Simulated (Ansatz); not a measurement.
Species: C$_{2}$H$_{6}$BrGaO$_{2}$, net charge 0, singlet state. SMILES: C[O][Ga]([Br])[O]C
Structure (B3LYP-D3(BJ)/def2-TZVP (Ansatz, a quantum-chemistry and plane-wave program) minimum search):
```xyz
12

C      2.7584    -1.0392     0.2297
O      1.4659    -1.5703    -0.0283
Ga    -0.0139    -0.6032    -0.0918
Br     0.0386     1.6704     0.2544
O     -1.5357    -1.4401    -0.4283
C     -2.8007    -0.7981    -0.5110
H      3.4092    -1.2512    -0.6222
H      3.1736    -1.5253     1.1160
H      2.7517     0.0415     0.3992
H     -2.7465     0.2800    -0.3334
H     -3.2217    -0.9635    -1.5058
H     -3.4728    -1.2370     0.2304
```

Computed values are from Ansatz. Cores are frozen in the correlated levels unless marked. Open shells are spin-unrestricted. Spin-orbit coupling is left out. The frozen core is the preceding noble-gas configuration, with the filled d and f shells of earlier blocks. Non-relativistic. CBS marks a two-point X^-3 extrapolation of the correlation energy; Hartree-Fock from the larger set.

Q: What is the dipole moment at CCSD(T)/aug-cc-pVDZ?

A: 0.71 D.

Q: What is the total energy at CCSD(T)/CBS(cc-pVTZ,cc-pVQZ)?

A: -4726.1928 Eh.

Q: What is the T1 diagnostic at CCSD/cc-pVQZ?

A: 0.013.

Q: What is the atomisation energy De at CCSD(T)/CBS(cc-pVTZ,cc-pVQZ)?

A: 4352.4 kJ/mol.
